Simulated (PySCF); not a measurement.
Simulated Si 2p region for `[SiH3][Ge@@H]([GeH3])[O][GeH3]`, binding energy against the vacuum level.

Every computed line was given a Gaussian of 0.8 eV full width at half maximum and an area set by the number of equivalent atoms (split 2:1 within a doublet); the highest printed point is 100. The calculation used PySCF 2.14.0, delta-SCF UKS SCAN, pcX-2 on the ionised atom, pcseg-1 elsewhere, spin-free X2C.

binding energy (eV), intensity and a bar:
```
    105.3          0 
    105.4          1 
    105.5          2 
    105.6          4 #
    105.7          7 ##
    105.8         13 ####
    105.9         23 #######
    106.0         36 ###########
    106.1         51 ###############
    106.2         68 ####################
    106.3         83 #########################
    106.4         94 ############################
    106.5        100 ##############################
    106.6        100 ##############################
    106.7         95 ############################
    106.8         87 ##########################
    106.9         79 ########################
    107.0         70 #####################
    107.1         61 ##################
    107.2         52 ###############
    107.3         42 ############
    107.4         32 #########
    107.5         23 #######
    107.6         15 ####
    107.7          9 ###
    107.8          5 #
    107.9          3 #
    108.0          1 
    108.1          1 
    108.2          0
```

Question: Count the maxima, the lines and the sites behind this envelope.

Answer: The curve has 1 maximum (at 106.5 eV). Under it lie 2 lines from 1 inequivalent silicon site, drawn as a 2p3/2, 2p1/2 pair. At this width some lines have no maximum of their own.

Question: Decompose the envelope and assign each component. Numbering: `[SiH3:1][Ge@@H:2]([GeH3:3])[O:4][GeH3:5]`.

Answer: 
```tsv
position (eV)	relative area	line	atoms	environment
106.47	0.67	Si 2p3/2	Si1	SiH3 silicon
107.09	0.33	Si 2p1/2	Si1	SiH3 silicon
```

No satellites, vibrations or lifetime broadening are included. The 2p values add to the ΔSCF energy of one spin-free hole a correction within the shell (spin–orbit coupling, ligand field). 2p1/2 minus 2p3/2 (ligand field included): Si 0.62 eV. Geometry: PBE0-D3(BJ)/def2-SVP, one conformer, isolated molecule.

The values belong to the conformer `[SiH3:1][Ge@@H:2]([GeH3:3])[O:4][GeH3:5]`: Si1–Ge2–O4–Ge5 -162°.
